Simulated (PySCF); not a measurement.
UHF on Cr²⁺ (chromium, charge +2)

Configuration: [Ar] 3d4, high-spin 5D determinant. Calculation: PySCF 2.14, in aug-cc-pVDZ-DK; scalar relativity by spin-free X2C-1e.

| Property | Result |
| --- | --- |
| Total energy | -1048.879166 hartree |
| One-electron energy | -1428.5048 hartree |
| Hartree (Coulomb) energy | 427.3130 hartree |
| Exchange energy | -47.6873 hartree |
| ⟨S²⟩ | 6.0013 |
| ⟨L²⟩ | 6.016 |
| Sum of ⟨r⟩ | 14.59 bohr |
| Sum of ⟨r²⟩ | 16.26 bohr² |
| Traceless quadrupole moment −½Σ⟨3z² − r²⟩ along its main axis | -0.504 e·bohr² |
| Langevin diamagnetic susceptibility | -12.9 ×10⁻⁶ cm³/mol |
| Time after the integrals | 0.25 s of wall time on 1 thread of Neoverse-V2 (shared host) |

```csv
shell,electrons,mean orbital energy (eV),spread (eV),"rms radius, mean of both spins (bohr)"
1s α,1,-6064.4,0,0.0734
1s β,1,-6064.3,0,0.0734
2s α,1,-747.05,0,0.316
2s β,1,-744.47,0,0.316
2p α,3,-628.38,0.039,0.287
2p β,3,-625.76,0.803,0.287
3s α,1,-117.78,0,0.965
3s β,1,-109.45,0,0.965
3p α,3,-83.658,1.292,1.04
3p β,3,-73.468,2.001,1.04
3d α,4,-32.506,1.716,1.34
```

Densities and radii are taken from the X2C orbitals without a picture-change correction, which distorts them close to the nucleus.
